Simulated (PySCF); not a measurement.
Fill in the blanks.

C3H9F3S2Si2.
Numbering: `[CH3:1][S:2][C@@H:3]([S:4][SiH2:5][SiH3:6])[C:7]([F:8])([F:9])[F:10]` (hydrogens: H11, H12, H13 on C1; H14 on C3; H15, H16 on Si5; H17, H18, H19 on Si6)

Geometry (GFN2-xTB, Å), atoms numbered from 1 in this order:
```xyz
19
C3H9F3S2Si2 angstrom
C     -2.9140   -1.4238   -0.7324
S     -1.7100   -0.4171   -1.6359
C     -1.1903    0.6520   -0.2428
S     -0.4065   -0.2202    1.1422
Si     1.4116   -1.1049    0.2719
Si     3.2457    0.2796    0.5791
C     -0.3064    1.7475   -0.7979
F      0.7436    1.2817   -1.4934
F      0.2034    2.5302    0.1637
F     -0.9788    2.5610   -1.6225
H     -2.4401   -1.8099    0.1662
H     -3.7839   -0.8218   -0.4859
H     -3.1925   -2.2370   -1.3933
H     -2.0827    1.1254    0.1739
H      0.9678   -1.4628   -1.0715
H      1.3909   -2.3404    1.0567
H      3.7587    0.1303    1.9452
H      2.9803    1.7003    0.3590
H      4.2933   -0.1609   -0.3443
```

```csv
property,level,value
point group of the GFN2-xTB geometry,GFN2-xTB,C1
"rotational constants A, B, C of the GFN2-xTB geometry",GFN2-xTB,?
dipole moment,PBE0/pcSseg-1,1.93 D
HOMO energy,PBE0/pcSseg-1,?
LUMO energy,PBE0/pcSseg-1,?
13C chemical shifts (computed TMS as zero) by class,GIAO PBE0/pcSseg-1,"134.5 (C7), 62.3 (C3), 19.7 (C1) ppm"
1H chemical shifts (computed TMS as zero) by class,GIAO PBE0/pcSseg-1,"5.54 (H15), 4.46 (H14), 4.41 (H16), 3.61 (H17/H18/H19), 2.34 (H11/H12/H13) ppm"
"isotropic shieldings of nuclei other than C and H, by class",GIAO PBE0/pcSseg-1,"247 (F8/F9/F10), 414 (Si5), 462 (Si6), 510 (S2), 642 (S4) ppm"
```

Gas-phase values; electronic properties from PySCF, density fitting. Isolated species at its GFN2-xTB geometry (one conformer only). GFN2-xTB frequencies show an imaginary mode (28i cm⁻¹), so this geometry is no minimum at that level. NMR classes are plain means over equivalent atoms (diastereotopic ones count apart unless rotation or inversion swaps them), as if these changed places fast; in this geometry the members of some classes differ.

(1) Give the rotational constants A, B, C of the GFN2-xTB geometry.

(2) Give the HOMO energy.

(3) What is the LUMO energy?

## Answers

(1) 0.943, 0.571, 0.438 GHz.

(2) -6.92 eV.

(3) -0.65 eV.

A dipole of 1.93 D is allowed in C1, and pure rotational transitions are dipole-allowed. In atomic units the dipole is 0.76 e·bohr (1 au = 2.5417 D). The rotational constants make it an asymmetric top with κ = (2B − A − C)/(A − C) = -0.47, nearer the prolate limit (−1). With B = h/(8π²I), that is 505.379 GHz u Å² over I, the principal moments of inertia are 536.0, 885.2 and 1155.0 u Å² (most abundant isotopes); the inertial defect Ic − Ia − Ib is -266.2 u Å² (zero for a rigid planar frame, negative otherwise).
